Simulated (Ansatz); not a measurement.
The lowest singlet and triplet of CH2O (SMILES C=O); geometries from B3LYP-D3(BJ)/def2-TZVP, each state relaxed from the structure named, with no frequency check.
Singlet (charge 0, multiplicity 1):
```
atom    x (Å)    y (Å)    z (Å)
----  -------  -------  -------
C     -0.5167   0.0983   0.0005
O      0.6610  -0.1258  -0.0006
H     -1.2694  -0.7141   0.0007
H     -0.9186   1.1303   0.0013
```

A positive gap puts the triplet lower; no zero-point energy. R- takes a restricted singlet. U- takes an unrestricted singlet (broken symmetry where lower, unprojected). The triplet is unrestricted in single-reference levels.

Correlated levels freeze the cores.

Programs: Ansatz (Gaussian orbitals). Values without a source in brackets are computed.

Question: One of these levels gives -2.622 eV for the gap E(singlet) − E(triplet), vertical, at the singlet's geometry. Which?
A) R-HF/cc-pVDZ
B) U-MP2/cc-pVTZ
C) R-B3LYP/def2-TZVPP

Answer: A, R-HF/cc-pVDZ. The others give -3.344 (R-B3LYP/def2-TZVPP), -4.046 (U-MP2/cc-pVTZ)

Ansatz is an electronic-structure program.
